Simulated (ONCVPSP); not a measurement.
## Before and after: ONCV potential for chromium (Cr)

ONCVPSP 4.0.1 input, shortened (lines: element, Z, core and valence counts, functional; n l f; lmax; l rc ep ncon nbas qcut; lloc lpopt rc5 dvloc0; l nproj debl; icmod fcfact rcfact), LDA (Perdew-Wang 92), scalar-relativistic:

```
  Cr 24.00    5    2  -001012      upf
    1    0    2.00
    2    0    2.00
    2    1    6.00
    3    0    2.00
    3    1    6.00
    3    2    4.00
    4    0    2.00
    2
    0    2.55    0.00    5    8    2.00
    1    2.35    0.29    4    9    4.20
    2    1.95    0.00    3    8    9.40
    2    5    1.95    0.00
    0    2    1.80
    1    2    0.40
    2    0    3.90
    2    0.40    1.10
```

In the p channel the program set the typed energies aside and used 0.050, 0.450 Ha.

Change: reference 3d5 4s1.

Cutoffs: the cutoffs (Ha) at which the residual kinetic energy of the hardest occupied pseudo-wave falls to 1 and 0.1 mHa per electron; they do not see the model core or the augmentation charge, which bear on the density cutoff. Errors are all-electron minus pseudo energies relative to the spin-unpolarised reference configuration.

Problem. What does the change do?

Solution. The potential gets neither clearly harder nor softer (29 Ha and 34 Ha → 29 Ha and 33 Ha); both files keep a bound ghost (p, s); the lowest positive-energy flag moves from none to p at 2.0 eV; the number of tests with a reliable result goes from 4 to 3.

| quantity | base | changed |
| --- | --- | --- |
| cutoff, loose | 29 Ha | 29 Ha |
| cutoff, tight | 34 Ha | 33 Ha |
| loose cutoff by channel | s 8.0 Ha, d 29 Ha | s 6.6 Ha, d 29 Ha |
| bound ghosts | s, p | s, p |
| GHOST(+) flags under 300 eV | none | p at 2.0 eV |
| tests with a reliable result | 4 of 4 | 3 of 4 |
| s: phases at 2.59 bohr within 0.05 rad from the reference energy up to (Ha; the scan ends near 5) | 2.4 | 2.5 |
| p: phases at 2.38 bohr within 0.05 rad from the reference energy up to (Ha; the scan ends near 5) | 2.8 | 3.0 |
| d: phases at 1.98 bohr within 0.05 rad from the reference energy up to (Ha; the scan ends near 5) | 0.3 | 0.4 |
| rms error of d²Exc/dni dnj with the model core, mHa | 6.87 | 5.17 |

 A true bound ghost makes a file unfit for plane-wave use even where its test errors are small: the radial tests pick states by their node count and pass the ghost by.
